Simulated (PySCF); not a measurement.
An unknown shows these calculated signals:

1H NMR (300 MHz, computed): δ 7.91 (m, 1H), 7.63 (m, 1H), 0.54 (s, 9H).

13C{1H} NMR (computed): δ 137.9 (CH), 132.0 (CH), 0.5 (CH3).

No solvent, relativity neglected, averaged over atoms made equivalent by symmetry, fast rotation or ring inversion, one conformer. Shieldings: GIAO PBE0/pcSseg-1; GFN2-xTB geometry; PySCF 2.14.0 with density-fitted response routines.

Chemical shifts δ = σref − σ; 1H (31.72 ppm) and 13C (186.93 ppm) vs TMS, all at this level.

Which of these does the molecule contain: a three-membered ring, a Si–CH3 group, a heteroaromatic ring, an ester, a C≡C triple bond?

Results:


- A three-membered ring: no.
- A Si–CH3 group: yes (δC 0.5; δH 0.54 (s)).
- A heteroaromatic ring: yes.
- An ester: no.
- A C≡C triple bond: no.

The data belong to 1-(trimethylsilyl)-1H-1,2,3-triazole, C$_{5}$H$_{11}$N$_{3}$Si; they needn't prove each group on their own.

Carbon signals by region: 2 in the sp2 and nitrile region (100–160 ppm), 1 below 50 ppm.

Shifts are as computed. Against solution values, carbons near 30 ppm lie about +3 ppm off and those near 130 ppm about +5 ppm. Of 1211 compounds with measured shifts, 218 miss one by over three times the rms of a fit or turn the order of signals round; such compounds aren't used in these exercises. Multiplicities follow the n + 1 count of equivalent neighbours, as no J values were calculated; m marks all less simple cases, F and P coupling included.
